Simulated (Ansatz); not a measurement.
Molecule: boronic acid, sum formula H$_{3}$BO$_{2}$, charge 0, multiplicity 1. 
Structure (B3LYP-D3(BJ)/def2-TZVP (Ansatz, a quantum-chemistry and plane-wave program) minimum search):
```
B
O 1 1.3567
H 2 0.9653 1 112.89
O 1 1.3670 2 119.37 3 0.00
H 4 0.9609 1 113.80 2 180.00
H 1 1.1934 2 118.36 3 180.00
```

Wanted: vertical triplet-singlet gap (E(triplet) - E(singlet); each state is the SCF solution reached for its spin), in kcal/mol. Valence correlation only, unless marked. UHF or UKS for open shells. Spin-orbit coupling is left out. Non-relativistic. 

| level | program | vertical triplet-singlet gap (kcal/mol) |
|---|---|---|
| HF/aug-cc-pVDZ | Ansatz | 169.4 |
| HF/aug-cc-pVQZ | Ansatz | 168.7 |
| PBE0/def2-TZVPD | Ansatz | 177.5 |
| wB97M-V/def2-TZVPD | Ansatz | 187.6 |
| wB97X-V/def2-TZVPD | Ansatz | 188.7 |
| B2PLYP/def2-TZVPD | Ansatz | 187.7 |
| MP2/aug-cc-pVDZ | Ansatz | 200.8 |
| SCS-MP2/aug-cc-pVDZ | Ansatz | 199.7 |
| CCSD(T)/aug-cc-pVTZ | Ansatz | 193.1 |
